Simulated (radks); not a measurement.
The numbers below are computed, except where a source is named.
Ionisation of neutral calcium, [Ar] 4s2, to [Ar] 4s1 as the strength of local exchange is varied. Level of theory: Dirac Kohn-Sham, Slater X-alpha exchange (alpha = 2/3 is LDA exchange), no correlation, spin-unpolarised, spherical densities, finite nucleus; Fermi nuclear charge, rms radius 3.4776 fm (a radial shooting solver on a logarithmic mesh with Libxc functionals).

\begin{tabular}{lrrrrr}
alpha & E(Ca) (hartree) & exchange (hartree) & IE (eV) & -e of the level emptied (eV) & <r> of it (bohr) \\ \hline
0.667 & -677.13427 & -32.71878 & 5.593 & 3.045 (4s1/2) & 4.094 \\
0.671 & -677.33050 & -32.92298 & 5.614 & 3.063 (4s1/2) & 4.089 \\
0.76 & -681.70912 & -37.49103 & 6.075 & 3.477 (4s1/2) & 3.970 \\
0.824 & -684.87235 & -40.80492 & 6.418 & 3.788 (4s1/2) & 3.890 \\
0.866 & -686.95483 & -42.99285 & 6.647 & 3.998 (4s1/2) & 3.839 \\
0.882 & -687.74954 & -43.82909 & 6.736 & 4.079 (4s1/2) & 3.821 \\
0.974 & -692.33384 & -48.66687 & 7.254 & 4.558 (4s1/2) & 3.717 \\
\end{tabular}

NIST Atomic Spectra Database: 6.113 eV (measured). The Delta-SCF value meets it near alpha = 0.77. Spin polarisation and multiplet splitting are left out, so open shells lie too high by an amount that depends on their filling.

Beside tabulated values, note that spin-unpolarised runs miss the spin-polarisation part of the exchange energy of open shells.
